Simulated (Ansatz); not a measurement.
Molecular dynamics of Ca$_{16}$HF

Input:

```yaml
crystal:
  lattice:
    - [11.16, 0.0, 0.0]
    - [0.0, 7.891312, 0.0]
    - [0.0, 0.0, 16.918484]
  atoms:
    - { symbol: Ca, position: [0.25, 0.25, 0.059107] }
    - { symbol: Ca, position: [0.75, 0.25, 0.059107] }
    - { symbol: Ca, position: [0.25, 0.75, 0.059107] }
    - { symbol: Ca, position: [0.75, 0.75, 0.059107] }
    - { symbol: Ca, position: [0.00144633, 0.02875297, 0.16923652] }
    - { symbol: Ca, position: [0.47560893, 0.01404209, 0.1717781] }
    - { symbol: Ca, position: [-0.0025683, 0.51590505, 0.18085296] }
    - { symbol: Ca, position: [0.51720693, 0.52280695, 0.17355619] }
    - { symbol: Ca, position: [0.26265288, 0.26464032, 0.2853581] }
    - { symbol: Ca, position: [0.74708553, 0.26812675, 0.29609913] }
    - { symbol: Ca, position: [0.25112504, 0.77801533, 0.26187913] }
    - { symbol: Ca, position: [0.75362994, 0.79052292, 0.26818268] }
    - { symbol: Ca, position: [-0.00629751, 0.04554846, 0.38778978] }
    - { symbol: Ca, position: [0.502776, 0.03395723, 0.39315335] }
    - { symbol: Ca, position: [0.01833985, 0.48443188, 0.39616626] }
    - { symbol: Ca, position: [0.49599103, 0.51708434, 0.37260248] }
    - { symbol: F, position: [0.09862823, 0.69820198, 0.47486261] }
    - { symbol: H, position: [0.17868232, 0.65653316, 0.46525399] }
basis:
  ecutwfc: 420.0
kpoints:
  mp_grid: { grid: [2, 2, 1] }
hamiltonian:
  xc: pbe
  dispersion: d3bj
scf:
  occupations: { method: fermi_dirac, width: 0.05 }
  lower_state_search: "off"
md:
  timestep: 0.75
  n_steps: 300
  ensemble: nvt_langevin
  temperature: 1400.0
  initial_velocities: maxwell_boltzmann
  seed: 63754
  friction: 0.005
  constraints: [{ sites: [0, 1, 2, 3] }]
```

Command:

```bash
$ ansatz run input.yaml --threads 4 --pin off --max-ram 10240MiB --backend cpu --events-out ev --progress --plain --runs-dir out
```

It goes on from the last frame of an earlier run, with new velocities.

Output, in part (step lines):

```
md step     0: t =     0.00 fs  T =  1400.0 K  F+E_penalty+E_count = -29890.72732176 eV  E_kin = 2.533496 eV  (9 SCF iters)
[... lines left out ...]
```

The steps, from the saved trajectory:

| time (fs) | T (K) | potential energy less start (eV) |
| --- | --- | --- |
| 0 | 1400 | 0.000 |
| 7.5 | 1447 | 0.003 |
| 15 | 1401 | 0.160 |
| 22.5 | 1311 | 0.287 |
| 30 | 1357 | 0.475 |
| 37.5 | 1301 | 0.608 |
| 45 | 895 | 0.991 |
| 52.5 | 800 | 1.206 |
| 60 | 767 | 1.492 |
| 67.5 | 839 | 1.559 |
| 75 | 841 | 1.588 |
| 82.5 | 1009 | 1.458 |
| 90 | 1011 | 1.410 |
| 97.5 | 1294 | 1.114 |
| 105 | 1437 | 0.995 |
| 112.5 | 1663 | 0.812 |
| 120 | 1714 | 0.719 |
| 127.5 | 1859 | 0.799 |
| 135 | 1680 | 0.656 |
| 142.5 | 2311 | -0.298 |
| 150 | 2422 | -0.634 |
| 157.5 | 1968 | -0.171 |
| 165 | 1983 | -0.207 |
| 172.5 | 1911 | -0.148 |
| 180 | 2006 | -0.367 |
| 187.5 | 1959 | -0.589 |
| 195 | 1630 | -0.011 |
| 202.5 | 1823 | -0.455 |
| 210 | 1651 | -0.503 |
| 217.5 | 1641 | -0.357 |
| 225 | 1518 | -0.367 |

All steps were run. The mean temperature of the second half is 33 % above the set value. A run of 0.23 ps of so small a system gives no equilibrium averages. Limits of this set-up: coarse k mesh, thin slab, slab without dipole correction, a typed lattice constant that wasn't relaxed here.

Mean squared displacements from the first frame to the last: Ca 0.57 Å², F 5.02 Å², H 158.25 Å².

Last frame:

```xyz
18
Lattice="11.1600 0.0000 0.0000 0.0000 7.8913 0.0000 0.0000 0.0000 16.9185" Properties=species:S:1:pos:R:3
Ca 2.790 1.973 1.000
Ca 8.370 1.973 1.000
Ca 2.790 5.918 1.000
Ca 8.370 5.918 1.000
Ca 0.205 -0.255 2.572
Ca 5.307 -0.296 2.599
Ca 0.091 3.777 3.193
Ca 5.407 3.738 2.152
Ca 3.612 1.837 4.938
Ca 8.129 1.817 4.453
Ca 3.174 5.874 5.276
Ca 8.541 5.733 4.407
Ca 0.295 0.412 6.603
Ca 7.167 0.160 7.286
Ca -0.610 4.458 6.534
Ca 6.411 4.106 6.927
F 1.353 4.040 6.362
H 11.415 6.664 -0.332
```

Time of the run: 24 min on 4 threads of INTEL(R) XEON(R) PLATINUM 8581C CPU @ 2.10GHz (Emerald Rapids), with other jobs on the host, peak memory 3.1 GiB.
